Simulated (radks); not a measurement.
Spin polarisation of the 4p2 shell in Se2+. Start: [Ar] 3d10 4s2 4p(up 1, down 1); electrons of 4p are moved from spin down to spin up, other shells keep equal spins. Method: non-relativistic Kohn-Sham, TPSS, spin-polarised, spherical densities, point nucleus; meta-GGA in the generalised Kohn-Sham scheme; computed with a radial shooting solver on a logarithmic mesh with Libxc functionals.

moment (Bohr magnetons)	E - E(0) (eV)	e(4p up) (eV)	e(4p down) (eV)	4s down minus up (eV)	3d down minus up (eV)
0	0.000	-25.488	-25.488	0.000	0.000
0.5	-0.076	-25.774	-25.169	0.631	0.072
1	-0.303	-26.031	-24.810	1.274	0.144
1.5	-0.688	-26.263	-24.405	1.945	0.216
2	-1.234	-26.469	-23.955	2.649	0.287

At moment 2 the spin-polarisation energy is -1.234 eV and the 4p exchange splitting 2.514 eV, that is 1.257 eV per Bohr magneton; E = -I m^2/4 would give I = 1.234 eV.
